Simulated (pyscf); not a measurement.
This saddle point was located with ωB97X-D3(BJ)/def2-SVP in PySCF.

```
C
H 1 1.0933
C 1 1.4788 2 118.80
H 3 1.0916 1 117.90 2 166.81
H 3 1.0938 4 119.84 1 161.47
H 1 1.2881 2 112.15 3 -63.00
Cl 1 1.7448 2 114.65 6 -145.01
```
Charge 0, spin multiplicity 2.

Surface: doublet, charge 0. Lowest wavenumbers (cm⁻¹): 2028i, 312, 370, 716, 738.

What reaction is this the transition state of?

`[CH3][CH][Cl]` [doublet] ⇌ `[CH2][CH2][Cl]` [doublet], a hydrogen shift read from left to right: C–H broken and C–H formed. At CCSD(T)/def2-TZVPP + ΔMP2(QZVPP) it lies +199.2 kJ/mol from the left side and +182.6 kJ/mol from the right (each side as separated species at their lowest minima found). One saddle was located; it need not be the lowest between these sides. The CCSD(T) − MP2 part came from Ansatz, without density fitting, on the same reference.
